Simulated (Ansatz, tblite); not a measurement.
Forces on the cluster Pd4⁻ at its PBE-D4/def2-SVPD geometry. Total charge -1; doublet.

In the def2 sets Pd takes a core potential; there is no spin–orbit coupling. The xTB rows come from tblite. At PBE-D4/def2-TZVPD the charge -1 doublet is spin-contaminated (final ⟨S²⟩ up to 0.85, 0.75 for a pure state). At PBE-D4/def2-TZVPD the highest occupied level of the charge -1 doublet lies above zero (up to 0.94 eV). By energy differences its removal costs 1.27 eV (vertical, to the charge 0 triplet, at PBE0-D4/def2-TZVPD). At PBE-D4/def2-TZVPD the gap within one spin of the charge -1 doublet nearly closes, so an electron or hole may be smeared out by delocalisation error. The structure comes from a short search, and lower isomers may exist.

GFN1-xTB (tblite), largest force 0.72 eV/Å:

```xyz
4
positions Å, forces eV/Å
Pd    0.837    0.142    1.385   -0.354   -0.095   -0.614
Pd   -1.580    0.125    0.359    0.692   -0.026   -0.179
Pd    0.231   -1.432   -0.733   -0.080    0.621    0.348
Pd    0.511    1.165   -1.012   -0.258   -0.499    0.444
```

GFN2-xTB (tblite), largest force 0.76 eV/Å:

```
Pd 0.430 -0.032 0.631
Pd -0.743 0.145 0.105
Pd 0.174 -0.695 -0.262
Pd 0.139 0.582 -0.473
```

PBE-D4/def2-TZVPD (Ansatz), largest force 0.02 eV/Å:

```
Pd -0.006 -0.004 -0.014
Pd 0.015 0.001 -0.006
Pd -0.001 0.015 0.009
Pd -0.008 -0.012 0.010
```
